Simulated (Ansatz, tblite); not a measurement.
Isomers of Li9H8⁺ (singlet), found by a short tight-binding search and relaxed with PBE-D4/def2-SVP in Ansatz.

The xTB rows come from tblite. Correlated methods freeze no core orbitals; core or outer-core shells of Li are correlated, in sets that lack core-valence functions.

Other spin states weren't relaxed.

A:

```xyz
17

Li    0.526   -1.517   -0.329
Li   -1.475    2.232   -2.319
Li   -0.468   -0.830   -2.530
Li    0.169    1.047   -0.922
Li    1.672   -0.934    1.756
Li   -1.500    2.591    1.052
Li   -0.741    0.392    3.558
Li   -0.819   -0.101    1.157
Li    2.518   -2.443   -1.258
H    -0.395    0.949   -2.710
H     0.954    0.255    0.486
H     2.018   -2.200    0.469
H     0.075   -0.845    2.652
H    -1.085    2.478   -0.620
H     1.042   -1.737   -2.039
H    -1.445    1.318    2.225
H    -1.046   -0.655   -0.627
```

B:

```xyz
17

Li    1.267    1.965   -0.068
Li    2.078   -0.685   -0.302
Li    1.356    0.795   -2.209
Li    0.796   -0.340    2.068
Li   -1.320    2.376   -1.915
Li   -0.806    0.057   -0.457
Li   -1.850   -1.614    1.831
Li   -3.391    0.017   -0.649
Li    1.123   -2.805    1.871
H     2.024   -1.460    1.310
H    -2.383   -0.921    0.376
H     0.359    2.227   -1.658
H    -0.266   -1.877    2.465
H     0.196    0.872    0.948
H     2.531    0.963   -0.841
H     0.579   -0.675   -1.422
H    -2.293    1.102   -1.347
```

C:

Cartesian coordinates in Å:
```
Li -0.196 0.948 -3.107
Li 0.299 -1.215 -0.142
Li 0.850 1.358 -0.744
Li -0.621 0.910 1.303
Li 1.498 -3.408 1.839
Li -0.811 -1.761 2.708
Li 1.801 -0.902 1.838
Li -1.038 2.884 -1.754
Li -1.819 0.527 -1.181
H -1.161 -0.844 1.254
H 0.623 2.309 -2.224
H -1.041 1.862 -0.111
H 0.867 -2.195 3.006
H -1.857 1.519 -2.639
H 1.103 0.456 0.923
H 1.635 -2.245 0.573
H -0.130 -0.204 -1.542
```

Problem. Estimate which lies lowest at each level, and how far above it the others are (kJ/mol).

Solution. 
```tsv
level	A	B	C
GFN1-xTB	28.5	8.4	0.0
HF/def2-TZVP	43.5	0.0	27.3
LDA (SPW92)/def2-TZVP	33.9	9.0	0.0
PBE-D4/def2-TZVP	29.2	0.0	2.9
r2SCAN-D4/def2-TZVP	32.0	0.0	5.7
PBE0-D4/def2-TZVP	31.4	0.0	4.5
ωB97X-V/def2-TZVP	36.9	0.0	11.8
MP2/def2-TZVP	40.2	0.0	18.7
CCSD/def2-TZVP	40.8	0.0	18.7
CCSD(T)/def2-TZVP	40.3	0.0	17.9
```
Point groups (tolerance 0.1 Å): A not assigned, B not assigned, C not assigned. Lower isomers may exist.
